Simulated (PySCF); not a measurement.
**Checking a proposed structure**

A compound C3H8F3NSi2 gives the data below (simulated from a calculation) and was assigned the structure `C=NC([SiH3])([SiH3])C(F)(F)F`.

13C{1H} NMR (computed): δ 171.9 (C), 139.0 (C), -0.1 (CH3).

1H NMR (600 MHz, computed): δ 3.43 (s, 3H), 0.68 (br s, 2H), 0.48 (s, 3H).

Computational details: structure optimised with GFN2-xTB, σ from GIAO-PBE0/pcSseg-1, in PySCF 2.14 (one computed conformer, rapidly exchanging positions averaged, non-relativistic, in vacuum).

Scale: TMS for 1H (31.72 ppm) and 13C (186.93 ppm) (reference shieldings calculated alike).

Task: Compare with the shifts computed for the proposed structure, pairing carbons in order of shift.

Result: Atoms are numbered as in `[CH2:1]=[N:2][C:3]([SiH3:4])([SiH3:5])[C:6]([F:7])([F:8])[F:9]`. Hydrogens are named by the atom that carries them.

| atom | computed for proposal | given list | difference |
| --- | --- | --- | --- |
| C1 | 155.7 | 171.9 | -16.2 |
| C6 | 136.0 | 139.0 | -3.0 |
| C3 | 59.3 | -0.1 | +59.4 |

The rms difference is 35.6 ppm and the largest +59.4 ppm at C3 (fully substituted sp3 carbon bonded to N and 2 Si). The carbon types in order of shift don't match either: CH2, C, C for the proposal against C, C, CH3 in the data. The proposal doesn't fit.

Task: Which isomer fits?

Result: `C[Si@@](N)([SiH3])C(F)=C(F)F`.

Carbon types of the structure: 2 × C, 1 × CH3, leaving 5 H on heteroatoms. δC 171.9, 139.0: fully substituted alkene carbon. δC -0.1: methyl carbon bonded to Si; an electropositive neighbour leaves it electron-rich and shielded. δH 0.68: hydrogen on a nitrogen bonded to Si; labile proton, position sensitive to the medium. δH 0.48: hydrogen on a methyl carbon bonded to Si; an electropositive neighbour shields it, as in TMS itself.

This is the structure that produced the data.

OH/NH shifts are gas-phase values; hydrogen bonding in solution moves them, usually downfield. Splittings by 19F in the carbon and heteronuclear signals aren't shown, as no couplings were computed. Shifts are as computed. Against solution values, carbons near 30 ppm lie about +3 ppm off and those near 130 ppm about +5 ppm. Of 1309 compounds with measured shifts, 239 miss one by over three times the rms of a fit or turn the order of signals round; such compounds aren't used in these exercises. Multiplicities follow the n + 1 count of equivalent neighbours, as no J values were calculated; m marks all less simple cases, F and P coupling included.
